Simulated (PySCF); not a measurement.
PySCF input (M06-2X/def2-TZVPD):

```python
from pyscf import gto, scf, dft

mol = gto.M(
    atom='''
    B    -0.02153420    0.35605286    0.38346181
    N    -1.25110352   -0.07229965   -0.12894415
    N     1.25867929   -0.05296034   -0.00595836
    H    -1.35002767   -0.75446485   -0.86932570
    H    -2.12882695    0.27572559    0.21101838
    H     2.09350723    0.30826107    0.41792358
    H     1.43998802   -0.73296619   -0.73260778
    ''',
    basis='def2-tzvpd',
    charge=0,
    spin=1,
    verbose=4,
)

mf = dft.UKS(mol, xc='m062x').density_fit(auxbasis='def2-universal-jkfit')
mf.grids.level = 4
mf.conv_tol = 1e-9
mf.max_cycle = 100
mf.max_memory = 1500
mf.kernel()
if not mf.converged:
    mf = mf.newton()
    mf.kernel(mf.make_rdm1())
for _ in range(2):
    mo, _, stable, _ = mf.stability(return_status=True)
    if stable:
        break
    mf.kernel(mf.make_rdm1(mo, mf.mo_occ))
mf.analyze()
```

End of the output:

```
Extra cycle  E= -136.769598174488  delta_E= -1.35e-11  |g|= 1.89e-06  |ddm|= 2.63e-05
converged SCF energy = -136.769598174488  <S^2> = 0.75379889  2S+1 = 2.0037953
uhf_internal: lowest eigs of H = [0.26247919 0.32679813 0.34184503]
<class 'pyscf.df.df_jk.DFUKS'> wavefunction is stable in the internal stability analysis
**** SCF Summaries ****
Total Energy =                        -136.769598174488095
Nuclear Repulsion Energy =              62.479340879422487
One-electron Energy =                 -307.816759038805571
Two-electron Energy =                  108.567819984894982
Two-electron Coulomb Energy =          127.931953304573128
DFT Exchange-Correlation Energy =      -19.364133319678153
HOMO-LUMO gap [eV] =                     4.282634409930496
**** MO energy ****
                             alpha | beta                alpha | beta
MO #1   energy= -14.7296075083023  | -14.7293088488669  occ= 1 | 1
MO #2   energy= -14.7295974362987  | -14.7292983264513  occ= 1 | 1
MO #3   energy= -7.04868599544762  | -7.04128240938169  occ= 1 | 1
MO #4   energy= -0.977063476944846 | -0.972043215230348 occ= 1 | 1
MO #5   energy= -0.94689216354903  | -0.944476256496671 occ= 1 | 1
MO #6   energy= -0.604505083567755 | -0.596457761262037 occ= 1 | 1
MO #7   energy= -0.58103661851445  | -0.565151402597537 occ= 1 | 1
MO #8   energy= -0.563827892430945 | -0.557562202051903 occ= 1 | 1
MO #9   energy= -0.509766148860411 | -0.505001527644557 occ= 1 | 1
MO #10  energy= -0.393835783014188 | -0.386929984077012 occ= 1 | 1
MO #11  energy= -0.313624805938979 | -0.316954004595862 occ= 1 | 1
MO #12  energy= -0.226364137628138 | -0.068980224629998 occ= 1 | 0
MO #13  energy= 0.0116274356762265 | 0.0193322386875039 occ= 0 | 0
MO #14  energy= 0.0418188602921727 | 0.0401834890071271 occ= 0 | 0
MO #15  energy= 0.058040355938914  | 0.057663415936009  occ= 0 | 0
MO #16  energy= 0.086581403622953  | 0.0682907566381482 occ= 0 | 0
MO #17  energy= 0.0881229659121169 | 0.0948775841270322 occ= 0 | 0
MO #18  energy= 0.106037842740841  | 0.096596248300197  occ= 0 | 0
MO #19  energy= 0.130452419559385  | 0.120657397012508  occ= 0 | 0
MO #20  energy= 0.130940744663688  | 0.122464861045131  occ= 0 | 0
MO #21  energy= 0.14885622177258   | 0.140238231465076  occ= 0 | 0
MO #22  energy= 0.159222259474099  | 0.144407766071849  occ= 0 | 0
MO #23  energy= 0.163188220428415  | 0.155540597659227  occ= 0 | 0
MO #24  energy= 0.165489476568631  | 0.159535570420398  occ= 0 | 0
MO #25  energy= 0.209057991061324  | 0.19354973107576   occ= 0 | 0
MO #26  energy= 0.21475140788338   | 0.205350463654934  occ= 0 | 0
MO #27  energy= 0.230425480590766  | 0.219533814478258  occ= 0 | 0
MO #28  energy= 0.244891364693621  | 0.232822903500286  occ= 0 | 0
MO #29  energy= 0.245416599002852  | 0.248281305121578  occ= 0 | 0
MO #30  energy= 0.266162633469982  | 0.252415106683347  occ= 0 | 0
MO #31  energy= 0.269961725837093  | 0.261963630457313  occ= 0 | 0
MO #32  energy= 0.270009423628551  | 0.262419045321626  occ= 0 | 0
MO #33  energy= 0.270287060674986  | 0.272035916570215  occ= 0 | 0
MO #34  energy= 0.287119871922072  | 0.287906599822096  occ= 0 | 0
MO #35  energy= 0.299648539866909  | 0.293993882748615  occ= 0 | 0
MO #36  energy= 0.306050295649846  | 0.303284425648891  occ= 0 | 0
MO #37  energy= 0.328227702209369  | 0.324895950026758  occ= 0 | 0
MO #38  energy= 0.336663019806968  | 0.328904178343329  occ= 0 | 0
MO #39  energy= 0.34978786796999   | 0.350670749825517  occ= 0 | 0
MO #40  energy= 0.370224813075021  | 0.355013793279939  occ= 0 | 0
MO #41  energy= 0.386696256458017  | 0.393075120762977  occ= 0 | 0
MO #42  energy= 0.400986179427535  | 0.398440849812464  occ= 0 | 0
MO #43  energy= 0.408866125598352  | 0.411113237612446  occ= 0 | 0
MO #44  energy= 0.437417281062936  | 0.426808284534097  occ= 0 | 0
MO #45  energy= 0.45861845840067   | 0.45971503513259   occ= 0 | 0
MO #46  energy= 0.477613627258233  | 0.474141372963715  occ= 0 | 0
MO #47  energy= 0.483043212381017  | 0.486521685196042  occ= 0 | 0
MO #48  energy= 0.5166768848734    | 0.504145542858936  occ= 0 | 0
MO #49  energy= 0.519773225727019  | 0.514218847507393  occ= 0 | 0
MO #50  energy= 0.536462225360875  | 0.532705692090909  occ= 0 | 0
MO #51  energy= 0.567839334861139  | 0.547506381219122  occ= 0 | 0
MO #52  energy= 0.59371169641444   | 0.566599133323919  occ= 0 | 0
MO #53  energy= 0.603997151643313  | 0.593807246207722  occ= 0 | 0
MO #54  energy= 0.629199699548694  | 0.597131366660068  occ= 0 | 0
MO #55  energy= 0.648343272546301  | 0.646275584488054  occ= 0 | 0
MO #56  energy= 0.66976395636277   | 0.648099225241815  occ= 0 | 0
MO #57  energy= 0.697191494896963  | 0.671625488115154  occ= 0 | 0
MO #58  energy= 0.716652637501385  | 0.695717974598128  occ= 0 | 0
MO #59  energy= 0.724343825909341  | 0.697647563849844  occ= 0 | 0
MO #60  energy= 0.766634531369368  | 0.760766683769752  occ= 0 | 0
MO #61  energy= 0.840930325149671  | 0.841198019699244  occ= 0 | 0
MO #62  energy= 0.854455082828777  | 0.849726708249447  occ= 0 | 0
MO #63  energy= 0.884159343912428  | 0.880836829569144  occ= 0 | 0
MO #64  energy= 0.889296652715588  | 0.883428658818482  occ= 0 | 0
MO #65  energy= 0.917043990168452  | 0.885061105506794  occ= 0 | 0
MO #66  energy= 0.921195670141632  | 0.893050426766792  occ= 0 | 0
MO #67  energy= 0.947866557716841  | 0.920827418730466  occ= 0 | 0
MO #68  energy= 1.0187402335859    | 0.963575282034348  occ= 0 | 0
MO #69  energy= 1.02956331007841   | 1.01028153017935   occ= 0 | 0
MO #70  energy= 1.09687725672908   | 1.04811739895046   occ= 0 | 0
MO #71  energy= 1.15360977938362   | 1.15908464038974   occ= 0 | 0
MO #72  energy= 1.23082630512811   | 1.22038326280471   occ= 0 | 0
MO #73  energy= 1.32873227955571   | 1.32548493437314   occ= 0 | 0
MO #74  energy= 1.35310082358837   | 1.3425855248055    occ= 0 | 0
MO #75  energy= 1.37443855759588   | 1.35450134902385   occ= 0 | 0
MO #76  energy= 1.38740474758572   | 1.37925546921807   occ= 0 | 0
MO #77  energy= 1.40711984164607   | 1.40517058636304   occ= 0 | 0
MO #78  energy= 1.41716151771423   | 1.41192188452841   occ= 0 | 0
MO #79  energy= 1.45362838679119   | 1.45325793646166   occ= 0 | 0
MO #80  energy= 1.47780676568565   | 1.46300325704659   occ= 0 | 0
MO #81  energy= 1.49764398261544   | 1.48047377496834   occ= 0 | 0
MO #82  energy= 1.57765353291081   | 1.557585997781     occ= 0 | 0
MO #83  energy= 1.63393333843864   | 1.63505250678482   occ= 0 | 0
MO #84  energy= 1.70992161230832   | 1.68293854155214   occ= 0 | 0
MO #85  energy= 1.80803795758839   | 1.80774254923127   occ= 0 | 0
MO #86  energy= 1.89010237534868   | 1.89060988285007   occ= 0 | 0
MO #87  energy= 1.91490010859805   | 1.89681296437906   occ= 0 | 0
MO #88  energy= 1.924068051425     | 1.92668571559712   occ= 0 | 0
MO #89  energy= 1.99181738666744   | 1.97622962037237   occ= 0 | 0
MO #90  energy= 2.00257769804692   | 1.9909009456266    occ= 0 | 0
MO #91  energy= 2.00653891308125   | 1.99954379889493   occ= 0 | 0
MO #92  energy= 2.02391825308959   | 2.00414896156043   occ= 0 | 0
MO #93  energy= 2.0333290832459    | 2.01689869578691   occ= 0 | 0
MO #94  energy= 2.08392316709241   | 2.08502263300095   occ= 0 | 0
MO #95  energy= 2.15455330289179   | 2.14106849231121   occ= 0 | 0
MO #96  energy= 2.22479793066554   | 2.22992528176854   occ= 0 | 0
MO #97  energy= 2.24446133090607   | 2.24718596000096   occ= 0 | 0
MO #98  energy= 2.26222961716195   | 2.26066414393446   occ= 0 | 0
MO #99  energy= 2.26659290466339   | 2.26417453967701   occ= 0 | 0
MO #100 energy= 2.27676468450941   | 2.27106415807748   occ= 0 | 0
MO #101 energy= 2.31019569558564   | 2.30564364971737   occ= 0 | 0
MO #102 energy= 2.4191951114736    | 2.41451457573114   occ= 0 | 0
MO #103 energy= 2.54471237114785   | 2.54650986632755   occ= 0 | 0
MO #104 energy= 2.59127861859439   | 2.58726115243137   occ= 0 | 0
[...]
```

It need not be the lowest isomer of its formula.
